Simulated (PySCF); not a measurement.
Species: C₆H₄F₂.
Atom-mapped SMILES: `[CH3:1][C:2]([F:3])=[C:4]=[C:5]=[C:6]=[CH:7][F:8]` (hydrogens: H9, H10, H11 on C1; H12 on C7)

Method: PySCF, PBE0-D3(BJ)/def2-SVP geometry optimisation, gas phase.

(1) What internal coordinates does the optimisation give?

Answers

(1) 
```csv
bond,length (Å),order
C1–C2,1.484,single
C2–F3,1.337,single
C2=C4,1.322,double
C4=C5,1.279,double
C5=C6,1.282,double
C6=C7,1.316,double
C7–F8,1.330,single
"C1–H9, C1–H10, C1–H11",1.100,single
C7–H12,1.096,single
```

Bonds in one row agree within 0.01 Å and their mean is given. Orders are formal, as drawn. A selection of angles:
```csv
angle,degrees
C1–C2–F3,112.9
C1–C2–C4,127.0
F3–C2–C4,120.1
C2–C4–C5,177.8
C4–C5–C6,179.7
C5–C6–C7,177.7
C6–C7–F8,123.3
```

The C–C distances run from 1.279 Å (C4=C5, drawn double) to 1.484 Å (C1–C2, drawn single), a spread of 0.205 Å.

Point group: C1 (no symmetry element, even within 0.4 Å). Stationary, but not proved a minimum.
